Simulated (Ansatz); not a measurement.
Two isomers of C2H8S2Si: A = `[SiH3]CCSS`, B = `CSC([SiH3])S`.

Isolated molecules relaxed with PBE0-D4/def2-TZVP in Ansatz; ΔE leaves out vibrations. CCSD(T)/CBS is the MP2 limit (def2-TZVPP, def2-QZVPP) plus CCSD(T) − MP2 in def2-TZVPP, frozen cores. DFT in def2-TZVPP. B3LYP here is the variant with VWN-RPA as its local correlation; programs differ in this. Each species was taken in one conformer, which may not be the lowest.

(1) Which isomer does CCSD(T)/CBS put lower? Give the gap. (Best estimate.)

(2) Give E(B) − E(A) in kJ/mol with B3LYP, ωB97M-V, HF/def2-TZVPP, B2PLYP, r2SCAN-D4, PBE0-D4, CCSD(T)/def2-TZVPP. (Best estimate.)

Largest T1 diagnostic: 0.011.

Answers

(1) The calculation gave: A, by 28.5 kJ/mol.

(2) The calculation gave: B3LYP 34.5, ωB97M-V 32.7, HF/def2-TZVPP 32.9, B2PLYP 31.0, r2SCAN-D4 34.6, PBE0-D4 34.6, CCSD(T)/def2-TZVPP 28.2. None reverses the order clearly.

In def2-TZVPP, CCSD(T) changes the Hartree–Fock value by −4.8 kJ/mol (the triples alone add −1.2 kJ/mol) and MP2 by −7.4 kJ/mol.
